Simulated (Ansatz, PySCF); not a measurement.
Molecule: BaCl₂ (charge -1, doublet). 
Geometry from a B3LYP-D3(BJ)/def2-TZVP (Ansatz, a program for electronic structure) optimisation:
```
Ba
Cl 1 2.8402
Cl 1 2.8402 2 122.35
```
Charge -1, spin multiplicity 2.

Total electronic energies in hartree. Cores are frozen in the correlated levels unless marked. UHF or UKS for open shells. Spin-orbit coupling is left out. Frozen are the shells of the preceding noble gas and the d and f shells that filled before the atom's block. The outer core of K, Ca and their heavier congeners is not correlated, a term that matters for these elements. Past Kr the def2 sets carry scalar-relativistic core potentials. CBS marks a two-point X^-3 extrapolation of the correlation energy; Hartree-Fock from the larger set. The bracket is a focal-point correction in the basis named.

| level | program | energy (Eh) |
|---|---|---|
| r2SCAN-D3(BJ)/def2-TZVPD | Ansatz + dftd3 | ___ |
| MN15/def2-TZVPD | PySCF | -945.91523 |
| B2GP-PLYP-D3(BJ)/def2-TZVPD | Ansatz + dftd3 | ___ |
| B2PLYP/def2-TZVPD | Ansatz | -945.74364 |
| SCS-MP2/def2-QZVPP | Ansatz | -944.84092 |
| CCSD/def2-TZVPP | Ansatz | -944.80069 |
| CCSD(T)/def2-SVP | Ansatz | -944.33087 |
| RI-MP2/CBS(def2-TZVPPD,def2-QZVPPD)+[CCSD(T)-MP2]/def2-SVPD | Ansatz | -944.9079 |
| RI-MP2/CBS(def2-TZVPPD,def2-QZVPPD)+[CCSD(T)-MP2]/def2-TZVPPD | Ansatz | -944.9264 |

Problem. Some entries are withheld; supply them.

Solution. 
- r2SCAN-D3(BJ)/def2-TZVPD, energy (Eh): -946.08993
- B2GP-PLYP-D3(BJ)/def2-TZVPD, energy (Eh): -945.62795
